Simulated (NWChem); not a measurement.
# Correlation energy of HAs

SMILES: [AsH]
```xyz
2

As     0.0000     0.0000     0.0451
H      0.0000     0.0000    -1.4893
```
Charge 0, spin multiplicity 3.

All runs are NWChem calculations. All single points use one geometry, from UPBE0/def2-SVP, a minimum by its harmonic frequencies.

Basis set: def2-SVP. Each correlation energy counts from its own Hartree-Fock reference.

The Hamiltonian is non-relativistic. The correlated methods keep 9 core orbitals frozen. This spin state was chosen for the runs; another may lie lower. The structure started from a generated list of species. The unpaired electrons of the parent sit in orbitals of symmetry b1 and b2 (C2v labels of the run); other states weren't searched. The stability of the SCF solutions was not checked. Open-shell Hartree-Fock references start from PBE0 orbitals. No row is a measurement; the coupled-cluster row has its own basis-set and correlation limits.

Q: One of these methods gave a correlation energy of -218.9 mHa. Which?
A. CCSD on UHF
B. CCSD[T] on ROHF
C. SCS-UMP2
D. UMP2

A: B, CCSD[T] on ROHF. The others give -208.3 (CCSD on UHF), -197.6 (UMP2), -184.2 (SCS-UMP2).
